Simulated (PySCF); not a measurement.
Stepwise substitution at one centre (Si Br-OCH3). All species are isolated molecules in the gas phase. One relaxed conformer stands for each flexible species; it need not be the lowest. Strings in code marks are SMILES.

The LUMO from two functionals at the same geometries (B3LYP-D3(BJ)/def2-SVP), both in PySCF: PBE-D3(BJ)/def2-TZVP and B3LYP-D3(BJ)/def2-TZVP. B3LYP has the VWN-RPA correlation part, as in Gaussian. 

| species | PBE-D3(BJ)/def2-TZVP (eV) | B3LYP-D3(BJ)/def2-TZVP (eV) |
|---|---|---|
| 0 of 4 Br replaced by OCH3 (`Br[Si](Br)(Br)Br`) | -2.78 | -2.18 |
| 1 of 4 Br replaced by OCH3 | -2.08 | -1.44 |
| 2 of 4 Br replaced by OCH3 | -1.22 | -0.52 |

Over these rows, drawn at random from the members with no instability flagged (it was tested for open shells, ions and some series alone), PBE minus B3LYP-D3(BJ): mean -0.65 eV, from -0.70 eV to -0.60 eV.
